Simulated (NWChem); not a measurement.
# C4H5NO; SMILES N#C/C=C/OC

```xyz
11

C     -0.6447    -2.2928     0.0000
O      0.6385    -1.6673     0.0000
C      0.6833    -0.3299     0.0000
C     -0.3586     0.5311     0.0000
C     -0.1344     1.9356     0.0000
N      0.0318     3.0887     0.0000
H     -0.4547    -3.3663     0.0000
H     -1.2119    -2.0147     0.8962
H     -1.2119    -2.0147    -0.8962
H      1.7107     0.0220     0.0000
H     -1.3902     0.1970     0.0000
```
Atoms are numbered in this order, from 1.

Program: NWChem. All runs use the structure optimised with B3LYP/6-31G* (spherical d). Level: M06-2X/def2-SVP with SMD (1 M gas to 1 M solution), gas-phase geometry.

```tsv
solvent	dielectric constant	solvation free energy (kcal/mol)	cavity-dispersion-structure term (kcal/mol)	dipole in solution (D)
water	78.4	-4.1	5.9	6.45
anisole	4.22	-5.6	1.1	6.12
dimethyl sulfoxide	46.8	-6.3	2.7	6.50
tetrahydrofuran	7.43	-6.6	1.1	6.29
acetonitrile	35.7	-7.4	1.6	6.49
diethyl ether	4.24	-6.4	0.3	6.12
```
